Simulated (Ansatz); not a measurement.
One change: `OB(O)Cl` becomes `OB(Cl)O[SiH3]`.

Ansatz, PBE0-D4/def2-TZVP geometries, multiplicity 1. Each molecule was computed in one conformer, which needn't be the lowest.

| property | `OB(O)Cl` |
| --- | --- |
| LUMO energy (B3LYP/def2-TZVPP) / eV | 0.13 |
| LUMO energy (ωB97M-V/def2-TZVPP) / eV | 1.91 |
| HOMO energy (ωB97M-V/def2-TZVPP) / eV | -11.46 |
| HOMO energy (PBE/def2-TZVPP) / eV | -7.64 |
| size of the dipole moment (B3LYP/def2-TZVPP) / D | 1.93 |
| HOMO–LUMO gap (B3LYP/def2-TZVPP) / eV | 8.98 |

(1) Give the same properties after the change, and the shifts. (An estimate is asked.)

Results:

(1) Computed: 
| property | `OB(Cl)O[SiH3]` | shift |
| --- | --- | --- |
| LUMO energy (B3LYP/def2-TZVPP) / eV | -0.23 | -0.36 |
| LUMO energy (ωB97M-V/def2-TZVPP) / eV | 1.60 | -0.31 |
| HOMO energy (ωB97M-V/def2-TZVPP) / eV | -11.43 | 0.03 |
| HOMO energy (PBE/def2-TZVPP) / eV | -7.61 | 0.03 |
| size of the dipole moment (B3LYP/def2-TZVPP) / D | 1.32 | -0.61 |
| HOMO–LUMO gap (B3LYP/def2-TZVPP) / eV | 8.58 | -0.40 |

The zero-point energy changes by 40.3 kJ/mol with +9 modes. Dipoles are sizes alone; their direction can turn.

B3LYP here is the variant with VWN-RPA as its local correlation; programs differ in this.
